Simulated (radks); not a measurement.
The numbers below are computed, except where a source is named.
Coulomb parameter of the 5d shell of the tantalum ion Ta+ in the model configuration [Xe] 4f14 5d3 6s1, as a second difference U = [E(n + 0.5) + E(n - 0.5) - 2 E(n)] / (0.5)^2 with all orbitals relaxed. "Bare": the charge of the atom changes with n. "Screened": the 6s shell takes up the change at fixed total charge, which measures U(5d,5d) + U(6s,6s) - 2 U(5d,6s). Code: a radial shooting solver on a logarithmic mesh with Libxc functionals. Model: Dirac Kohn-Sham, PBEsol, spin-unpolarised, spherical densities, point nucleus; open shells are shared between the two j in proportion to 2j + 1.

| case | configuration | E - E(n) (eV) |
|---|---|---|
| start | [Xe] 4f14 5d3 6s1 | 0.000 |
| bare +0.5 | [Xe] 4f14 5d3.5 6s1 | -4.193 |
| bare -0.5 | [Xe] 4f14 5d2.5 6s1 | 6.421 |
| screened +0.5 | [Xe] 4f14 5d3.5 6s0.5 | 0.638 |
| screened -0.5 | [Xe] 4f14 5d2.5 6s1.5 | -0.479 |

U(bare) = 8.910 eV, U(screened by 6s) = 0.638 eV.
